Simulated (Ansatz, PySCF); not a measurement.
The pair A = GaH3O (SMILES [OH][GaH2]) (first 5 atoms), B = H2O (SMILES O); geometry from B3LYP-D3(BJ)/def2-TZVP.
(charge 0, multiplicity 1):
```xyz
8

O     -0.4482    -0.9819     1.0283
Ga     0.3858    -0.3830    -0.4381
H     -0.3631    -0.4026     1.8023
H      0.2403    -1.3218    -1.6765
H      1.1604     0.9772    -0.3617
O     -0.3172     0.5998     3.4520
H      0.0565     0.0445     4.1452
H     -1.2220     0.7853     3.7269
```

Correlated levels freeze the cores. Filled d and f shells under p-block atoms count as core. CBS: X⁻³ extrapolation of the correlation energy, Hartree–Fock from the larger set. MP2 and its Hartree–Fock in aug-cc-pVTZ are density fitted.

Codes used: Ansatz (a program for electronic structure) with Gaussian orbitals; PySCF for the dispersion terms. Values without a source in brackets are computed.

The monomers are drawn apart, rigid, along the line of their centres of mass. Counterpoise-corrected interaction energies (kcal/mol):

| level | R = 4.636 Å | R = 5.408 Å |
|---|---|---|
| PBE/def2-TZVPPD | -2.6622 | -1.2118 |
| PBE-D3(BJ)/def2-TZVPPD | -2.9580 | -1.3425 |
| wB97M-V/def2-TZVPPD | -2.6935 | -1.2439 |
| MP2/CBS(aug-cc-pVDZ, aug-cc-pVTZ) + ΔCCSD(T)/aug-cc-pVDZ | -2.6906 | -1.2292 |

R is the distance of the centres of mass. Find the local exponent m of E ∝ R⁻ᵐ between the two points.


m = ln(E₁/E₂)/ln(R₂/R₁): PBE/def2-TZVPPD 5.1; PBE-D3(BJ)/def2-TZVPPD 5.1; wB97M-V/def2-TZVPPD 5.0; MP2/CBS(aug-cc-pVDZ, aug-cc-pVTZ) + ΔCCSD(T)/aug-cc-pVDZ 5.1. For scale, two fixed dipoles give m = 3, dipole and quadrupole 4, quadrupoles 5, and dispersion or dipole-induced dipole 6 at long range; at these distances several terms mix, and what is left of overlap and damping shifts m, so it need not match one of them.
